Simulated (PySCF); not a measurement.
## O: excitation energy

O [He] 2s2 2p4 (3P) → O [He] 2s1 2p5 (3P), as a difference of total energies. All numbers are calculated (PySCF 2.14, the non-relativistic Hamiltonian (point nucleus), in dyall-av2z (11s7p2d, 42 functions)). Correlated levels: valence: 1s2 frozen; virtual orbitals above 40 to 60 times the deepest correlated orbital energy dropped. The calculations carry no spin-orbit coupling.

```csv
method,excitation energy (eV)
UHF,16.842
LDA,14.287
PBE,14.487
PBE0,15.132
r2SCAN,15.131
TPSS,15.018
B3LYP,14.919
TPSSh,15.227
PBEsol,14.427
MP2 (valence),15.989
SCS-MP2 (valence),15.910
```

Task: How much does correlation contribute at MP2 (valence)?

Result: 15.989 − (16.842) = -0.853 eV, measured against UHF.

The upper state lies above the first ionisation limit, where it may autoionise and the basis confines it.
